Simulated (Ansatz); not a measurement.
`F[C@H]1[C@H](F)C1(F)F` → `FC(F)=CC(F)F`  (isomerisation)

Program: Ansatz. Geometries: PBE0-D4/def2-TZVP. ΔE: electronic, gas phase. CCSD(T)/CBS adds triple-zeta CCSD(T) − MP2 to the extrapolated MP2 energy (def2 sets, frozen cores). DFT in def2-TZVPP. B3LYP here is the variant with VWN-RPA as its local correlation; programs differ in this. One conformer a species, not always the lowest.

```csv
level,ΔE (kJ/mol)
B97M-V,-116.1
PBE0-D4,-106.7
r2SCAN,-117.3
B3LYP,-123.0
CAM-B3LYP,-116.4
SCS-MP2/def2-TZVPP,-120.4
MP2/CBS(def2),-118.6
CCSD/CBS(def2),-116.8
```

Q: What does CCSD(T)/CBS give? (An estimate is asked.)

A: Ansatz gave: -118.8 kJ/mol. The listed levels differ from it by 2.7, 12.1, 1.5, -4.2, 2.4, -1.6, 0.2, 2.0 kJ/mol.

Largest T1 diagnostic among the species: 0.012.

In def2-TZVPP, CCSD(T) changes the Hartree–Fock value by +6.4 kJ/mol (the triples alone add −2.1 kJ/mol) and MP2 by +6.6 kJ/mol. At CCSD(T), def2-SVP lies +5.5 kJ/mol from the extrapolated value and def2-TZVPP −0.5 kJ/mol.
